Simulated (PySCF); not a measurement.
Members of one series of related molecules.

All values: B3LYP/def2-SVPD (PySCF) at PBE0-D3(BJ)/def2-SVP geometries, gas phase, one conformer each. Core orbitals are frozen in the response; Δα² is half the sum of the squared differences of the principal polarisabilities.

Question: Rank by vertical ionisation energy (ΔSCF), lowest first.
A. `CS[SiH]1CC=CC1`
B. `CCO[SiH]1CC=CC1`
C. `C=N[SiH]1CC=CC1`

Answer: A (8.56 eV), C (8.70 eV), B (9.00 eV).

Question: Rank by dipole moment, lowest first.
A. `[CH3:1][CH2:2][O:3][SiH:4]1[CH2:5][CH:6]=[CH:7][CH2:8]1` with C1–C2–O3–Si4 178°, C2–O3–Si4–C5 176°
B. `[CH2:1]=[N:2][SiH:3]1[CH2:4][CH:5]=[CH:6][CH2:7]1` with C1–N2–Si3–C4 -128°
C. `[CH2:1]=[CH:2][CH2:3][SiH:4]1[CH2:5][CH:6]=[CH:7][CH2:8]1` with C1–C2–C3–Si4 102°, C2–C3–Si4–C5 -68°, C3–Si4–C5–C6 -103°, Si4–C5–C6–C7 -10°, C6–C7–C8–Si4 10°, C3–Si4–C8–C7 102°
D. `[CH3:1][S:2][SiH:3]1[CH2:4][CH:5]=[CH:6][CH2:7]1` with C1–S2–Si3–C4 -72°

Answer: C (0.45 D), A (0.81 D), B (1.03 D), D (1.32 D).

All values together:

| SMILES | formula | μ (D) | HOMO (eV) | LUMO (eV) | α (Å³) | Δα (Å³) | electrons | α per electron (Å³) | ΔSCF removal energy (eV) |
| --- | --- | --- | --- | --- | --- | --- | --- | --- | --- |
| C=CC[SiH]1CC=CC1 | C7H12Si | 0.45 | -6.74 | -0.07 | 16.06 | 5.14 | 68 | 0.236 | 8.53 |
| CCO[SiH]1CC=CC1 | C6H12OSi | 0.81 | -6.85 | 0.22 | 14.76 | 3.38 | 70 | 0.211 | 9.00 |
| CS[SiH]1CC=CC1 | C5H10SSi | 1.32 | -6.51 | -0.11 | 15.66 | 5.25 | 70 | 0.224 | 8.56 |
| C=N[SiH]1CC=CC1 | C5H9NSi | 1.03 | -6.81 | -1.13 | 13.67 | 5.32 | 60 | 0.228 | 8.70 |

Conformers: `[CH2:1]=[CH:2][CH2:3][SiH:4]1[CH2:5][CH:6]=[CH:7][CH2:8]1` with C1–C2–C3–Si4 102°, C2–C3–Si4–C5 -68°, C3–Si4–C5–C6 -103°, Si4–C5–C6–C7 -10°, C6–C7–C8–Si4 10°, C3–Si4–C8–C7 102°; `[CH3:1][CH2:2][O:3][SiH:4]1[CH2:5][CH:6]=[CH:7][CH2:8]1` with C1–C2–O3–Si4 178°, C2–O3–Si4–C5 176°; `[CH3:1][S:2][SiH:3]1[CH2:4][CH:5]=[CH:6][CH2:7]1` with C1–S2–Si3–C4 -72°; `[CH2:1]=[N:2][SiH:3]1[CH2:4][CH:5]=[CH:6][CH2:7]1` with C1–N2–Si3–C4 -128°.
